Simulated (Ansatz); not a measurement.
Geometry optimisation, Ansatz 0.2.0, RKS LDA/def2-SVP.

Input file:

```yaml
crystal:
  periodic: [false, false, false]
  atoms:
    - { symbol: Zn, position_ang: [-0.4151, -0.4775, -1.0757] }
    - { symbol: O, position_ang: [0.3357, -0.1464, 0.963] }
    - { symbol: Cl, position_ang: [-0.8347, -2.4496, -1.63] }
    - { symbol: H, position_ang: [0.247, 1.1091, 0.8363] }
    - { symbol: Br, position_ang: [-0.4275, 2.309, -0.6051] }
    - { symbol: H, position_ang: [1.0946, -0.3446, 1.5117] }
basis:
  gaussian: { orbitals: def2-SVP }
hamiltonian:
  xc: lda
relax:
  f_tol: 0.15
  max_steps: 25
  restrain:
    - { distance: [0, 4], at: 3.72, k: 30.0 }
    - { distance: [3, 1], at: 2.27, k: 30.0 }
    - { distance: [0, 1], at: 1.88, k: 30.0 }
    - { distance: [3, 4], at: 1.51, k: 30.0 }
output:
  orbitals: {}
```

Command:

```bash
$ ansatz run input.yaml --threads 2 --pin off --max-ram 3072MiB --backend cpu --events-out ev --progress --plain --runs-dir out
```

Problem. Where does it end, and by what steps?

Solution. The forces met the threshold. The restraints hold the end off the free minimum. After 9 steps the energy has risen by 0.174 eV (the restraints' own energy left out); Zn1 moved furthest, 1.02 Å. Parted: Zn1–Br5. Joined: H4–Br5.

```csv
step,energy less start (eV),largest force component (eV/Å),accepted
0,0.0000,3.580,yes
1,0.9599,3.163,yes
2,1.2985,3.925,yes
3,0.9167,3.044,yes
4,0.5676,1.581,yes
5,0.3695,1.095,yes
6,0.2516,1.152,yes
7,0.3198,2.607,no
8,0.1889,1.255,yes
9,0.1736,1.294,yes
```

```xyz
6
Properties=species:S:1:pos:R:3
Zn -0.223 -1.179 -0.367
O 0.324 -0.462 1.232
Cl -0.942 -2.111 -2.058
H -0.094 1.640 0.536
Br -0.365 2.524 -0.627
H 1.300 -0.413 1.285
```

Whether the end is a true minimum wasn't checked by a vibrational analysis.

Run time: 16 s on 2 threads of Arm Neoverse V1 (shared host), peak memory 0.15 GiB.
